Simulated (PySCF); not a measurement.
A side-by-side comparison of computed properties.

First species: C7H7F.
SMILES: `C=C(F)C(=C)C#CC`

Second species: C7H7F.
InChI=1S/C7H7F/c1-4-6-7(3,8)5-2/h1-2H,6H2,3H3/t7-/m0/s1

Levels: CAM-B3LYP/def2-SVPD for dipole moment, HOMO energy, LUMO energy, HOMO–LUMO gap, static isotropic polarisability and electronic spatial extent ⟨r²⟩ about the centre of nuclear charge; TDDFT CAM-B3LYP/def2-SVPD for lowest singlet excitation; TDA CAM-B3LYP/def2-SVPD for lowest triplet excitation (Tamm–Dancoff); GFN2-xTB for rotational constant A and rotational constant C. Geometries: GFN2-xTB. All species are isolated and taken at one optimised geometry, non-relativistic unless stated; the electronic structure was computed with PySCF and density fitting.

The conformers computed, where there is a choice (atom-mapped SMILES and torsion angles):
- `[CH2:1]=[C:2]([F:3])[C:4](=[CH2:5])[C:6]#[C:7][CH3:8]`: C1–C2–C4–C5 180°
- `[CH:1]#[C:2][CH2:3][C@@:4]([CH3:5])([F:6])[C:7]#[CH:8]`: C2–C3–C4–C5 60°

(1) Which of the two has the higher dipole moment, and by how much?

(2) Which has the higher ⟨r²⟩?

(3) Which of the two has the higher static isotropic polarisability, and by how much?

(4) Which has the higher rotational constant A?

(5) Which has the higher LUMO energy?

(6) Which of the two has the higher S1 energy, and by how much?

(7) Which of the two has the higher HOMO–LUMO gap, and by how much?

(8) Which has the higher HOMO energy?

## Answers

(1) The first: 2.37 D against 1.61 D, a difference of 0.76 D.

(2) The first: 1243 bohr² against 957 bohr², a difference of 286 bohr².

(3) The first: 88.4 au against 77.5 au, a difference of 10.9 au.

(4) The first: 4.284 GHz against 2.706 GHz, a difference of 1.578 GHz.

(5) The second: 1.29 eV against -0.30 eV, a difference of 1.59 eV.

(6) The second: 6.33 eV against 5.34 eV, a difference of 0.99 eV.

(7) The second: 10.65 eV against 7.73 eV, a difference of 2.92 eV.

(8) The first: -8.03 eV against -9.36 eV, a difference of 1.33 eV.

On the first: The vertical singlet–triplet gap S1 − T1 is 2.34 eV (TDDFT singlet less Tamm–Dancoff triplet; S1: HOMO−2→LUMO, weight 0.47, beside HOMO→LUMO, weight 0.41; T1: HOMO→LUMO, weight 0.89). The dipole matches unit charges of opposite sign 0.49 Å apart (1 e·Å = 4.8032 D). GFN2-xTB frequencies show an imaginary mode (22i cm⁻¹), so this geometry is no minimum at that level.

On the second: The dipole matches unit charges of opposite sign 0.34 Å apart (1 e·Å = 4.8032 D). The principal polarisabilities are 64.8, 83.3 and 84.3 au; their mean is the isotropic value.
